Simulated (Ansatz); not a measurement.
The cluster Mg5⁻, relaxed as a doublet with UKS B3LYP/def2-SVPD in Ansatz, starting from the GFN1-xTB geometry. Force threshold 0.02 eV/Å.

The highest occupied level of the charge -1 doublet lies above zero (up to 0.17 eV). The electron is either unbound and held by the finite basis, or the level is raised by self-interaction error. Another isomer (doublet) lies 0.30 eV lower at PBE0/def2-TZVPD; other spin states weren't run for this one.

Start:

```tsv
atom	x (Å)	y (Å)	z (Å)
Mg1	-2.0853	-1.3791	0.7006
Mg2	1.7775	0.6158	-2.1052
Mg3	1.5792	1.5399	0.8081
Mg4	-0.6181	0.4164	2.6484
Mg5	-0.6533	-1.1930	-2.0519
```

| step | energy (eV) | largest force component (eV/Å) | SCF passes |
| --- | --- | --- | --- |
| 1 | -27215.3444 | 0.197 | 170 |
| 2 | -27215.3654 | 0.133 | 155 |
| 3 | -27215.3869 | 0.017 | 159 |
| 4 | -27215.3878 | 0.005 | 133 |

Force components are those of the run's own axes.

End:

```xyz
5

Mg   -2.178   -1.453    0.686
Mg    1.838    0.660   -2.169
Mg    1.669    1.609    0.864
Mg   -0.619    0.459    2.743
Mg   -0.709   -1.275   -2.124
```

By distances, no bond broke or formed. The bond that changes most is Mg1–Mg4, from 3.03 to 3.21 Å (atoms count from 1).

The force fell under the threshold at step 3, but the optimiser went on. No frequencies were taken in this run, so the end may be a saddle point.

Hardware: 4 threads of Arm Neoverse V2 on a shared host. Wall time 75 s.
